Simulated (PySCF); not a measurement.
Dissociation curve of SMILES [F][Be][F], singlet. The Be1–F3 bond (Be1 also carries F; F3 carries nothing else) is varied alone, starting from the PBE0/def2-TZVP optimised geometry.

- UKS-M06-2X = unrestricted M06-2X/6-31G (PySCF)
- RKS-M06-2X = restricted M06-2X/6-31G (PySCF)
- UHF/6-31G (PySCF)

Magnitude of the dipole moment (D; its direction can reverse along the curve, and a method can change to another solution) and Mulliken charge of the fragment that holds Be1:

```json
[
 {"R / Å": "1.04", "μ UKS-M06-2X": "1.15", "q UKS-M06-2X": "0.19", "μ RKS-M06-2X": "1.15", "q RKS-M06-2X": "0.19", "μ UHF": "1.26", "q UHF": "0.28"},
 {"R / Å": "1.09", "μ UKS-M06-2X": "0.98", "q UKS-M06-2X": "0.23", "μ RKS-M06-2X": "0.98", "q RKS-M06-2X": "0.23", "μ UHF": "1.07", "q UHF": "0.33"},
 {"R / Å": "1.16", "μ UKS-M06-2X": "0.74", "q UKS-M06-2X": "0.29", "μ RKS-M06-2X": "0.74", "q RKS-M06-2X": "0.29", "μ UHF": "0.81", "q UHF": "0.39"},
 {"R / Å": "1.25", "μ UKS-M06-2X": "0.43", "q UKS-M06-2X": "0.34", "μ RKS-M06-2X": "0.43", "q RKS-M06-2X": "0.34", "μ UHF": "0.48", "q UHF": "0.45"},
 {"R / Å": "1.31", "μ UKS-M06-2X": "0.23", "q UKS-M06-2X": "0.37", "μ RKS-M06-2X": "0.23", "q RKS-M06-2X": "0.37", "μ UHF": "0.25", "q UHF": "0.49"},
 {"R / Å": "1.35", "μ UKS-M06-2X": "0.09", "q UKS-M06-2X": "0.39", "μ RKS-M06-2X": "0.09", "q RKS-M06-2X": "0.39", "μ UHF": "0.10", "q UHF": "0.50"},
 {"R / Å": "1.38", "μ UKS-M06-2X": "0.01", "q UKS-M06-2X": "0.40", "μ RKS-M06-2X": "0.01", "q RKS-M06-2X": "0.40", "μ UHF": "0.01", "q UHF": "0.52"},
 {"R / Å": "1.41", "μ UKS-M06-2X": "0.11", "q UKS-M06-2X": "0.41", "μ RKS-M06-2X": "0.11", "q RKS-M06-2X": "0.41", "μ UHF": "0.12", "q UHF": "0.53"},
 {"R / Å": "1.46", "μ UKS-M06-2X": "0.27", "q UKS-M06-2X": "0.43", "μ RKS-M06-2X": "0.27", "q RKS-M06-2X": "0.43", "μ UHF": "0.30", "q UHF": "0.54"},
 {"R / Å": "1.51", "μ UKS-M06-2X": "0.44", "q UKS-M06-2X": "0.44", "μ RKS-M06-2X": "0.44", "q RKS-M06-2X": "0.44", "μ UHF": "0.48", "q UHF": "0.55"},
 {"R / Å": "1.61", "μ UKS-M06-2X": "0.77", "q UKS-M06-2X": "0.46", "μ RKS-M06-2X": "0.77", "q RKS-M06-2X": "0.46", "μ UHF": "0.85", "q UHF": "0.57"},
 {"R / Å": "1.72", "μ UKS-M06-2X": "1.13", "q UKS-M06-2X": "0.48", "μ RKS-M06-2X": "1.13", "q RKS-M06-2X": "0.48", "μ UHF": "1.25", "q UHF": "0.58"},
 {"R / Å": "1.87", "μ UKS-M06-2X": "1.63", "q UKS-M06-2X": "0.49", "μ RKS-M06-2X": "1.63", "q RKS-M06-2X": "0.49", "μ UHF": "1.79", "q UHF": "0.59"},
 {"R / Å": "2.08", "μ UKS-M06-2X": "2.30", "q UKS-M06-2X": "0.49", "μ RKS-M06-2X": "2.30", "q RKS-M06-2X": "0.49", "μ UHF": "2.55", "q UHF": "0.60"},
 {"R / Å": "2.28", "μ UKS-M06-2X": "2.89", "q UKS-M06-2X": "0.49", "μ RKS-M06-2X": "2.89", "q RKS-M06-2X": "0.49", "μ UHF": "1.30", "q UHF": "0.37"},
 {"R / Å": "2.46", "μ UKS-M06-2X": "—", "q UKS-M06-2X": "—", "μ RKS-M06-2X": "3.39", "q RKS-M06-2X": "0.48", "μ UHF": "0.04", "q UHF": "0.18"},
 {"R / Å": "2.74", "μ UKS-M06-2X": "2.59", "q UKS-M06-2X": "0.35", "μ RKS-M06-2X": "4.07", "q RKS-M06-2X": "0.46", "μ UHF": "0.97", "q UHF": "0.07"},
 {"R / Å": "3.06", "μ UKS-M06-2X": "1.65", "q UKS-M06-2X": "0.22", "μ RKS-M06-2X": "4.73", "q RKS-M06-2X": "0.45", "μ UHF": "1.40", "q UHF": "0.02"},
 {"R / Å": "3.35", "μ UKS-M06-2X": "0.85", "q UKS-M06-2X": "0.14", "μ RKS-M06-2X": "5.26", "q RKS-M06-2X": "0.44", "μ UHF": "1.58", "q UHF": "0.01"},
 {"R / Å": "3.68", "μ UKS-M06-2X": "0.10", "q UKS-M06-2X": "0.07", "μ RKS-M06-2X": "5.78", "q RKS-M06-2X": "0.44", "μ UHF": "1.68", "q UHF": "0.00"},
 {"R / Å": "4.15", "μ UKS-M06-2X": "1.04", "q UKS-M06-2X": "0.02", "μ RKS-M06-2X": "6.46", "q RKS-M06-2X": "0.43", "μ UHF": "1.73", "q UHF": "0.00"},
 {"R / Å": "4.84", "μ UKS-M06-2X": "1.44", "q UKS-M06-2X": "0.00", "μ RKS-M06-2X": "7.41", "q RKS-M06-2X": "0.42", "μ UHF": "1.74", "q UHF": "0.00"}
]
```

A dash means that the run gave no value there, or that the column was ended at a point which the program doubted or which failed a test of continuity chosen for this set; such a test can also cut sound points.

The unrestricted determinant behind UKS-M06-2X is spin-contaminated at 2.46 to 4.84 Å (<S²> up to 1.0, against 0.00 for a pure singlet). At the longest distance RKS-M06-2X leaves fractional charges on the fragments, a sign of delocalisation error or of the restricted form. The restricted form behind RKS-M06-2X keeps the bonding electrons paired and can't separate into open-shell fragments. The unrestricted determinant behind UHF is spin-contaminated at 2.28 to 4.84 Å (<S²> up to 1.0, against 0.00 for a pure singlet).
